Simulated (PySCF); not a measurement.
# Radial density of O (oxygen, neutral)

M06-2X, [He] 2s2 2p4, high-spin 3P determinant. All numbers are calculated (PySCF 2.14, no relativity, point nucleus, in aug-cc-pVDZ (4s3p2d, 23 functions)).

```
r (bohr)  4πr²ρ (e/bohr)  4πr²(ρα − ρβ)
 0.00418         0.06391         0.0001
 0.00704          0.1736         0.0002
  0.0118          0.4531         0.0004
  0.0199           1.129         0.0011
  0.0335           2.571         0.0028
  0.0563           5.074         0.0071
  0.0947           7.844         0.0227
   0.159           8.193         0.0970
   0.268           4.916         0.3759
   0.451           3.140         1.0015
   0.758           4.668         1.5977
    1.28           3.530         1.1358
    2.15          0.8869         0.2617
    3.61         0.06640         0.0151
    6.07        0.001555        -0.0003
```
